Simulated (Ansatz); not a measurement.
CH$_{6}$Cl$_{2}$OSi$_{2}$, singlet, at a GFN2-xTB geometry; PBE0/def2-TZVP run with Ansatz (a first-principles code).

The Ansatz input:
Ansatz 0.2 input:
```yaml
crystal:
  periodic: [false, false, false]
  atoms:
    - {symbol: C, position_ang: [-1.94280820, 1.75685790, 0.33568025]}
    - {symbol: O, position_ang: [-1.23890485, 0.85555042, -0.47206765]}
    - {symbol: Si, position_ang: [0.03204455, -0.08699421, -0.10587203]}
    - {symbol: Si, position_ang: [1.91967274, 1.13525282, 0.43873915]}
    - {symbol: Cl, position_ang: [0.16514844, -1.17608342, -1.79114149]}
    - {symbol: Cl, position_ang: [-0.54076712, -1.31427424, 1.42538358]}
    - {symbol: H, position_ang: [-2.81110927, 2.09710898, -0.22764953]}
    - {symbol: H, position_ang: [-2.27274972, 1.27225860, 1.25689128]}
    - {symbol: H, position_ang: [-1.31365723, 2.61316284, 0.58858357]}
    - {symbol: H, position_ang: [1.64804881, 2.02134982, 1.57901699]}
    - {symbol: H, position_ang: [3.04860151, 0.27826051, 0.80011482]}
    - {symbol: H, position_ang: [2.33042905, 1.99276786, -0.67675276]}
basis:
  gaussian:
    orbitals: def2-TZVP
hamiltonian:
  xc: pbe0
```

Output, abridged:

```
Functional definition: PBE0
1667 factors; their error is unknown
mean field evaluation 1: about -43965.0837 eV, gradient 5.2e1 eV
mean field evaluation 2: about -43956.8222 eV, gradient 8.4e1 eV
mean field evaluation 4: about -43970.1692 eV, gradient 3.5e0 eV
mean field evaluation 8: about -43970.1943 eV, gradient 7.0e-2 eV
mean field evaluation 16: about -43970.3343 eV, gradient 4.1e-5 eV
mean field -43970.33426833 eV, -1615.8799801980 hartree, gradient 4.1e-5 eV, S^2 0.000000; 0 other end points of the search recorded, 0 dependent functions left out
reference -43970.33430643 eV, -1615.8799815982 hartree; 41, 41 occupied and 205, 205 virtual orbitals, 1667 factors
Total energy: -43970.33430643 eV, -1615.8799815982 hartree
```
